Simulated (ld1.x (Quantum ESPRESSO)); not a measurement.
**boron (B): excitation energies, all-electron against RRKJ**

```json
{
 "Element": "B (Z = 5)",
 "Generator": "ld1.x (Quantum ESPRESSO) 7.5",
 "Type": "norm-conserving RRKJ (Kleinman–Bylander form)",
 "Functional": "PBEsol",
 "Relativity": "scalar-relativistic",
 "Frozen core": "[He]",
 "Valence charge": "3",
 "Reference configuration": "2s2 2p1",
 "Partial waves": "2s (bound): rc 1.70 bohr; 3d channel at 0.15 Ry: rc 4.55 bohr; 2p (bound): rc 4.20 bohr",
 "Local potential": "the p channel",
 "Core correction": "Bessel-smoothed model core inside 0.75 bohr",
 "rho0": "0.001"
}
```

Energies are relative to the spin-unpolarised reference configuration 2s2 2p1; without spin polarisation the order of configurations can differ from experiment.

```json
{"valence configuration": "2s2 2p0", "charge": "+1", "ΔE all-electron (eV)": "8.139", "error AE − PS (meV)": "+251"}
{"valence configuration": "2s2 2p0.5", "charge": "+0.5", "ΔE all-electron (eV)": "2.855", "error AE − PS (meV)": "+35"}
{"valence configuration": "2s1 2p1", "charge": "+1", "ΔE all-electron (eV)": "14.264", "error AE − PS (meV)": "-136"}
{"valence configuration": "2s1 2p2", "charge": "0", "ΔE all-electron (eV)": "5.819", "error AE − PS (meV)": "-53"}
{"valence configuration": "2s2 2p1.3", "charge": "-0.3", "ΔE all-electron (eV)": "-0.724", "error AE − PS (meV)": "+1.3"}
```

**Question.** What are ΔE and the potential's error for 2s1 2p0?

**Answer.** ΔE = 33.401 eV all-electron; the error (AE − PS) is +761 meV.

**Question.** What are ΔE and the potential's error for 2s0 2p3?

**Answer.** ΔE = 11.657 eV all-electron; the error (AE − PS) is -211 meV.

Levels in the configuration 2s2 2p0:

```json
{"level": "2s", "all-electron (eV)": "-19.378", "pseudo (eV)": "-18.983"}
```
